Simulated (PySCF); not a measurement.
## tetramethylcyclopentadiene: calculation and literature

Mapped SMILES: `[CH3:1][C:2]1=[C:3]([CH3:4])[C:5]([CH3:6])=[C:7]([CH3:8])[CH2:9]1`; H(Xn) means a hydrogen on atom n.

Theoretical values (PySCF 2.14.0 with density-fitted response routines): GIAO PBE0/pcSseg-1 shieldings, geometry from PBE0-D3(BJ)/def2-SVP. Relativity neglected, rapidly exchanging positions averaged, no solvent, single conformer.

Reference values: measured (solution, not stated in the table (CDCl3 in this author's series); The use of chemical shift calculations in the conformational analysis of substituted benzenes, New J. Chem. 2019 (ESI)).
| atoms | quantity | reference | computed | computed, scaled |
| --- | --- | --- | --- | --- |
| H(C9) | δ $^{1}$H | 2.69 | 2.52 | 2.60 |
| H(C1)/H(C8) | δ $^{1}$H | 1.88 | 1.98 | 2.08 |
| H(C4)/H(C6) | δ $^{1}$H | 1.77 | 1.85 | 1.96 |

Computed shifts are σ(ref) − σ with the named reference compound (TMS for H and C) calculated as an isolated molecule at the same level. The measured values may be among those fitted. Expected solution values come from regression of measured δ (H and C: mostly CDCl3, vs TMS) on computed σ: $^{1}$H (scatter 0.21 ppm rms, 0.22 ppm with the 3 outliers that the fit left out). A few per cent of atoms miss by over 2 rms, more outside the fitted compound classes.

**Question.** How far are the unscaled $^{1}$H shifts from the references?

**Answer.** Mean signed difference +0.00 ppm, mean absolute 0.12 ppm over 3 comparisons; the largest is -0.17 ppm at H(C9) (hydrogen on an allylic sp3 CH2).
